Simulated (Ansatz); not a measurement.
A nudged elastic band was laid between two geometries of BH4NO + H3P (11 atoms, charge 0, multiplicity 1).

Theory: RKS B3LYP-D4/def2-SVP in Ansatz.

| Item | Value |
| --- | --- |
| movable images | 3 |
| climbing image | no |
| spring | 5.0 eV/Å² |
| optimiser | quadratic models (default) |
| start path | through a guess of the saddle point |
| force threshold | 0.05 eV/Å |
| iteration limit | 60 |
| end points | relaxed |

First end point:

```xyz
11
Properties=species:S:1:pos:R:3
B 0.206 -0.632 0.164
N 0.143 -0.859 1.554
H -0.671 -0.687 2.135
H 0.928 -1.238 2.068
H 1.227 -0.881 -0.431
O -0.828 -0.126 -0.575
H -1.637 0.037 -0.073
P -0.561 3.045 0.796
H -1.876 2.483 0.743
H -0.888 3.876 1.916
H -0.056 1.994 1.622
```

Last end point:

```xyz
11
Properties=species:S:1:pos:R:3
B -0.213 0.443 0.283
N -0.149 -0.092 1.837
H -0.004 -1.107 1.851
H 0.594 0.365 2.369
H 0.909 0.211 -0.172
O -1.311 -0.327 -0.230
H -1.345 -0.291 -1.191
P -0.514 2.431 0.318
H -1.501 2.482 1.363
H 0.565 2.791 1.194
H -1.043 0.104 2.297
```

(1) What changes between the two ends?

(2) What energy profile does the band end with?

(3) What is the geometry of the highest image?

Results:

(1) Bonds broken: P8–H11. Bonds formed: B1–P8, N2–H11. BH4NO + H3P becomes BH7NOP.

(2) The forces met the threshold. The highest image is number 2 of 0 to 4, 16.0 kcal/mol above the first end and 2.4 kcal/mol above the last; the last end lies 13.6 kcal/mol above the first. No image climbed, so the highest image needn't sit at the top of the path. A band with more images between the same ends climbed to 2.08 eV, so this one has probably stepped over the top. So few images can step over the top or miss a turn of the path. The orbitals stay closed-shell, which can raise the energy where a bond breaks towards radicals; this wasn't checked here.

| image | path coordinate (Å) | energy (kcal/mol) | P8–H11 (Å) | B1–P8 (Å) | N2–H11 (Å) |
| --- | --- | --- | --- | --- | --- |
| 0 | 0.00 | 0.0 | 1.43 | 3.81 | 2.86 |
| 1 | 1.74 | 15.9 | 1.48 | 2.76 | 2.04 |
| 2 | 3.49 | 16.0 | 2.91 | 2.02 | 1.02 |
| 3 | 5.23 | 15.2 | 2.87 | 2.01 | 1.02 |
| 4 | 6.98 | 13.6 | 3.10 | 2.01 | 1.02 |

(3) 
```xyz
11
Properties=species:S:1:pos:R:3
B 0.007 0.427 0.233
N -0.017 -0.075 1.855
H -0.967 -0.286 2.173
H 0.563 -0.906 2.004
H 1.185 0.275 -0.059
O -0.859 -0.424 -0.500
H -1.766 -0.101 -0.528
P -0.503 2.385 0.206
H -1.879 2.219 0.585
H -0.121 2.800 1.533
H 0.345 0.697 2.419
```

The run took 2.9 min on 2 threads of Arm Neoverse V1, on a shared host, peak memory 0.19 GiB.
